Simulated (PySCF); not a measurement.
# Exercise with solution: chemical shift, span and skew from a shielding tensor

C4H2BrF, SMILES C#C/C(Br)=C\F. Atoms are numbered in the order given.

```xyz
8

C      2.2296    -1.7183     0.0000
C      1.1607    -1.1447     0.0000
C     -0.0732    -0.4556     0.0000
Br    -0.0196     1.4366     0.0000
C     -1.2750    -1.0536     0.0000
F     -1.3905    -2.3668     0.0000
H      3.1732    -2.2324     0.0000
H     -2.2261    -0.5156     0.0000
```

Coordinates come from a PBE0-D3(BJ)/def2-SVP optimisation. The structure was generated by enumeration; whether it is a known compound was not checked.

GIAO shieldings from PBE0/pcSseg-1 (PySCF), non-relativistic, no solvent. The symmetric part of the tensor of C3 has the principal values -5.9, 105.1, 127.3 ppm. The same nucleus in TMS has σ = 186.3 ppm at this level (PySCF, at its B3LYP-D3(BJ)/def2-TZVP geometry). Without spin–orbit terms, shifts of atoms bonded to Cl or Br come out too high.

### Question
Work out the isotropic shielding, the ¹³C shift against TMS, the span and the skew.

### Answer

σ(iso) = (σ11 + σ22 + σ33)/3 = 75.5 ppm. δ = σ(ref) − σ(iso) = 186.3 − (75.5) = 110.8 ppm.
Span Ω = σ33 − σ11 = 133.2 ppm. Skew κ = 3(σ(iso) − σ22)/Ω = -0.67. Tumbling in solution averages the tensor to δ; in a static solid the shielding alone would spread this spin-1/2 line over Ω.
